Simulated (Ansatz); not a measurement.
Cartesian coordinates in Å:
```
Si 1.270 1.012 1.168
C 0.178 0.980 -0.369
N -0.070 -0.383 -0.766
Si -0.838 -1.788 -0.178
P -0.917 -0.957 -2.207
H 1.412 2.405 1.672
H 0.638 0.175 2.225
H 2.613 0.456 0.862
H -0.752 1.536 -0.174
H 0.693 1.515 -1.177
H -2.021 -1.637 0.705
H 0.019 -2.927 0.221
H -2.225 -0.386 -1.982
```

Charge 0, multiplicity 1.

(1) List the ωB97M-V/def2-TZVPP orbital energies in eV (Ansatz 0.2.0). (Best estimate.)

Answers

(1) Computed: Occupied: -2105.54, -1807.50, -1806.85, -394.70, -282.22, -182.97, -148.53, -147.96, -131.62, -131.55, -131.51, -102.68, -102.65, -102.61, -102.07, -102.06, -102.05, -27.73, -22.58, -18.70, -17.93, -16.83, -15.29, -14.96, -13.35, -12.89, -12.04, -11.95, -11.52, -10.10, -9.93, -8.69. Lowest empty: 1.05, 1.56, 2.14, 2.45, 2.92, 3.08, 3.28, 3.71.
